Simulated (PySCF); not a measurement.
Mg(F)(Me) (CH3FMg), SMILES [F][Mg][CH3]. Atoms are numbered in the order given.

```xyz
6

Mg     0.0000     0.0000    -0.1335
F      0.0000     0.0000    -1.8946
C      0.0000     0.0000     1.9371
H      0.8797     0.5079     2.3438
H      0.0000    -1.0158     2.3438
H     -0.8797     0.5079     2.3438
```
Charge 0, spin multiplicity 1.

Geometry optimised at r2SCAN-D4/def2-TZVP.

Method: B3LYP/pcJ-1 (PySCF).

Isotropic couplings with Fermi-contact, spin-dipole and both spin-orbit terms, one fixed conformer, no vibrational averaging. Isotopes: 13C, 19F, 1H.

Problem. Estimate the spin–spin coupling constants. (Estimate from the structure and the level; the computed values follow.)

Solution. 
| pair | bonds apart | J (Hz) |
|---|---|---|
| C3–H4 | 1 | 129.9 |
| C3–H5 | 1 | 129.9 |
| C3–H6 | 1 | 129.9 |
| F2–C3 | 2 | 14.3 |
| H4–H5 | 2 | -14.0 |
| H4–H6 | 2 | -14.0 |
| H5–H6 | 2 | -14.0 |
